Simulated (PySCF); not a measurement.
Frontier orbitals and the lowest excitations

C5H3ClOP2.
Numbering: `[O:1]=[CH:2][c:3]1[cH:4][c:5]([Cl:6])[p:7][cH:8][p:9]1` (hydrogens: H10 on C2; H11 on C4; H12 on C8)

Theory: PySCF, TDDFT B3LYP/def2-SVPD, vertical, gas phase, core orbitals frozen in the response. Isolated species at its PBE0-D3(BJ)/def2-SVP geometry (one conformer only). Torsions of this conformer, `[O:1]=[CH:2][c:3]1[cH:4][c:5]([Cl:6])[p:7][cH:8][p:9]1`: O1–C2–C3–C4 0°.

Frontier orbitals with the atoms that hold most of them (Löwdin shares over 4%, at most four atoms; ? is withheld):

```tsv
orbital	ε (eV)	atoms
HOMO-3	-8.21	C8 29%, C4 16%, P7 16%, C3 12%
HOMO-2	-8.00	P9 32%, P7 30%, C8 10%, O1 6%
HOMO-1	-7.69	?
HOMO	-7.41	?
LUMO	?	P7 24%, C3 13%, P9 12%, C8 11%
LUMO+1	-2.61	P9 26%, C8 22%, C5 14%, C4 13%
LUMO+2	-0.88	C2 27%, O1 18%, P7 15%, C5 11%
```

**Question.** Give the leading atoms of the HOMO.

**Answer.** Cl6 (bonded to C) 22%; C5 (bonded to C, Cl and P) 18%; P9 (bonded to 2 C) 17%; P7 (bonded to 2 C) 12%. By element: phosphorus 30%, chlorine 22%, carbon 18% or more.

**Question.** Which atoms hold the HOMO-1, and with what shares?

**Answer.** O1 (bonded to C) 55%; C2 (bonded to C, O and H) 12%; C3 (bonded to 2 C and P) 10%; P9 (bonded to 2 C) 7%. By element: oxygen 55%, carbon 22% or more, phosphorus 7% or more.

**Question.** What is the LUMO energy, and the HOMO–LUMO gap?

**Answer.** ε(LUMO) = -3.40 eV; the gap is 4.01 eV (0.1473 hartree).

**Question.** How does S1 compare with the orbital gap of 4.01 eV?

**Answer.** S1 is at 3.14 eV (f = 0.0006), 0.87 eV below the gap, made of HOMO-1→LUMO (94%). Its leading pair isn't HOMO and LUMO; the energies of that pair differ by 4.29 eV. Without the coupling terms of the response equations the lowest excitation would equal the gap.

**Question.** Give energy, strength and leading configuration of S1, S2, S3 and S5, and follow the Löwdin shares of the leading atoms from the occupied to the empty orbital.

**Answer.** 
- S1 (3.14 eV, f 0.0006), HOMO-1→LUMO (94%): O1 55% → at most 11%, C2 12% → at most 11%, P7 at most 8% → 24%, C3 10% → 13%
- S2 (3.56 eV, f 0.056), HOMO→LUMO (73%): Cl6 22% → at most 11%, C5 18% → at most 11%, P7 12% → 24%, C3 at most 13% → 13%
- S3 (3.64 eV, f 0.0076), HOMO-2→LUMO (97%): P9 32% → 12%, P7 30% → 24%, C3 at most 7% → 13%
- S5 (4.20 eV, f 0.0016), HOMO-1→LUMO+1 (86%): O1 55% → at most 13%, C2 12% → at most 13%, P9 7% → 26%, C8 at most 8% → 22%

Löwdin shares depend on the basis, the more so with diffuse functions.
